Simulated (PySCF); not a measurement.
A structure optimised at PBE-D3(BJ)/def2-TZVPD, used in a PySCF frequency run:

```xyz
2

Zn     0.0000     0.0000    -0.3594
O      0.0000     0.0000     1.3478
```
Charge 0, spin multiplicity 1.

### Question
Write its SMILES, formula and point group.

### Answer
[O]=[Zn], OZn, C∞v

### Question
What are its rotational constants (standard atomic weights)?

### Answer
13.490 GHz (linear rotor, B only)
